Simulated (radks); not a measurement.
The mean radii <r> (bohr) of the occupied orbitals of an atom or ion are listed with their occupations. Calculated with a radial shooting solver on a logarithmic mesh with Libxc functionals: Dirac Kohn-Sham, PBEsol, spin-unpolarised, spherical densities, finite nucleus; Fermi nuclear charge, rms radius of each element as measured or else 0.836 A^(1/3) + 0.57 fm.

| orbital | occ. | <r> |
|---|---|---|
| 1s1/2 | 2 | 0.01803 |
| 2s1/2 | 2 | 0.07435 |
| 2p1/2 | 2 | 0.06129 |
| 2p3/2 | 2 | 0.06900 |
| 3s1/2 | 2 | 0.1813 |
| 3p1/2 | 2 | 0.1698 |
| 3p3/2 | 4 | 0.1817 |
| 4p1/2 | 2 | 0.3341 |

Name the element and its charge. Open shells, if any, fill j = l - 1/2 first.

Answer. Z = 75, rhenium, charge +57: Re57+ in [He] 2s2 2p4 3s2 3p6 4p2. The 1s radius gives Z: for a bare nucleus <r> = (2 gamma + 1)/(2Z) with gamma = sqrt(1 - (Z/c)^2), 0.01783 bohr for Z = 75, and screening makes it slightly larger (0.01803 here). The occupations add up to 18, and the charge is Z minus that.
